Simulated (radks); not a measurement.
Q: Species: K+. Configuration: [Ne] 3s2 3p5 5p1 (not the ground configuration). All-electron calculation, non-relativistic Kohn-Sham, r2SCAN, spin-polarised, spherical densities, point nucleus; open shells are filled with parallel spins first; meta-GGA in the generalised Kohn-Sham scheme. Program: a radial shooting solver on a logarithmic mesh with Libxc functionals. Some entries of the table are withheld. Estimate them.

orbital  occ.  eigenvalue (hartree)  <r^2> (bohr^2)  r(max) (bohr)
1s up       1             -130.1612        0.008938        0.05353
1s down     1             -130.1470        0.008936        0.05353
2s up       1             -13.82597          0.1788         0.3196
2s down     1             -13.81981          0.1787         0.3197
2p up       3                   (1)             (2)         0.2634
2p down     3                   (3)             (4)         0.2637
3s up       1              -2.00174           1.767          1.070
3s down     1              -1.93852           1.792          1.072
3p up       3              -1.35516           2.140          1.132
3p down     2              -1.29499           2.177          1.137
5p up       1              -0.12825           93.57          9.201

A: 
(1) 2p up eigenvalue (hartree): -11.15641
(2) 2p up <r^2> (bohr^2): 0.1522
(3) 2p down eigenvalue (hartree): -11.14202
(4) 2p down <r^2> (bohr^2): 0.1522
